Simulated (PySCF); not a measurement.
W(O)2(Cl)(OH) (ClHO3W), SMILES [Cl][W](=[O])(=[O])[OH], multiplicity 1.

The structure is a stationary point at B3LYP-D3(BJ)/def2-SVP. The geometry has at least one imaginary mode, so it is a saddle point at that level. The multiplicity is an assumed one; no other spin state was optimised. The structure was generated by enumeration; whether it is a known compound was not checked. The def2 effective core potentials stand for the cores of W; spin–orbit coupling is left out. The values are those of a single conformer.

Two levels are set side by side: TDA-PBE/def2-SVPD (PySCF) and TDA-LC-ωPBE/def2-SVPD (PySCF). Vertical, same geometry. The lowest singlet is HOMO→LUMO 93 % with PBE and HOMO→LUMO 91 % with the other functional; states are paired by order. Differences are taken from unrounded values.

```
quantity                              TDA-PBE
------------------------------------  -------
lowest singlet excitation (eV)           4.60
lowest triplet excitation (TDA) (eV)     4.17
```

These are the TDA-PBE values. What does TDA-LC-ωPBE give? (Estimate from the structure and the level; the computed values follow.)


```
quantity                              TDA-LC-ωPBE  TDA-PBE minus TDA-LC-ωPBE
------------------------------------  -----------  -------------------------
lowest singlet excitation (eV)               5.30                      -0.70
lowest triplet excitation (TDA) (eV)         4.74                      -0.57
```

Functionals without exact exchange tend to place singlet excitations lower, as here. Differences between two approximate levels are no errors against the true value.

Rough cost on one machine, each run with all the roots and properties that it gave: TDA-LC-ωPBE against TDA-PBE about 3 times.
